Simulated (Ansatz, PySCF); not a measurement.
Species: C3H2, net charge 0, singlet state. SMILES: [CH2][C][C]
Structure (B3LYP-D3(BJ)/def2-TZVP (Ansatz, a quantum-chemistry and plane-wave program) minimum search):
```xyz
5

C     -0.0184    -0.0120    -1.1190
C      0.0033     0.0022     0.2011
H      0.8505     0.2726    -1.7068
H     -0.9061    -0.3089    -1.6717
C      0.0244     0.0159     1.4810
```
Charge 0, spin multiplicity 1.

Wanted: atomisation energy (electronic, to ground-state atoms), in kcal/mol. Cores are frozen in the correlated levels unless marked. Open shells are spin-unrestricted. No spin-orbit coupling. No relativistic terms. The coupled-cluster limit lacks core correlation, which all-electron functionals hold. CBS marks a two-point X^-3 extrapolation of the correlation energy; Hartree-Fock from the larger set.

| level | program | atomisation energy (kcal/mol) |
|---|---|---|
| HF/aug-cc-pVDZ | Ansatz | 342.6 |
| BHLYP-D3(BJ)/def2-TZVPD | Ansatz + dftd3 | 479.8 |
| TPSSh-D4/def2-TZVPD | PySCF + dftd4 | 501.3 |
| TPSSh/def2-TZVPD | PySCF | 499.6 |
| B2GP-PLYP-D4/def2-TZVPD | Ansatz + dftd4 | 494.0 |

What does CCSD(T)/CBS(cc-pVTZ,cc-pVQZ) (Ansatz) give?

497.6 kcal/mol
